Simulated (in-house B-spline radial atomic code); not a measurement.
# Ionising Lu5+ with different functionals

Computed with a B-spline radial code for spherical atoms: four-component Dirac-Coulomb Hamiltonian, Fermi nucleus of rms radius 5.37 fm, spin-restricted, spherical fractional occupations for the functionals. The ionisation energy is the difference of two self-consistent energies, [Xe] 4f12 → [Kr] 4d10 4f13 5s2 5p4, without Breit or QED terms; ε is the level of the shell that loses the electron (mean over j). The two configurations differ by more than the removed electron. The electron is taken from both j subshells in proportion to 2j + 1, so the result is a j average, not the step between ground levels.

Hybrids are left out here: with spherical fractional occupations of an open shell their exact exchange keeps a self-interaction that integer-occupation calculations don't have.

| method | rung | ΔSCF (eV) | -ε(5p) (eV) |
| --- | --- | --- | --- |
| LDA VWN5 | LDA | 113.67 | 93.28 |
| relativistic LDA | LDA | 113.19 | 93.15 |
| LDA PW92 | LDA | 113.66 | 93.27 |
| LDA exchange-only | LDA | 112.15 | 91.49 |
| PBE | GGA | 113.31 | 92.94 |
| PBEsol | GGA | 113.41 | 93.01 |
| BLYP | GGA | 113.25 | 92.77 |
| RPBE | GGA | 113.23 | 92.88 |
| PW91 | GGA | 113.43 | 93.05 |
| BP86 | GGA | 113.49 | 93.08 |
| AM05 | GGA | 113.39 | 93.04 |
| OLYP | GGA | 113.05 | 93.22 |

How do they compare with the NIST value?

NIST lists 98 eV ± 5 (tabulated theory, ground level to ground level). Errors run from +14.15 to +15.67 eV. The correlated functionals all miss on the same side by more than they spread, so the cause is common to them (Breit-QED terms, spin polarisation, the choice among j levels, multiplet and fine-structure energies, or a listed next ion that isn't the cheapest removal here) and closeness doesn't rank the functionals.
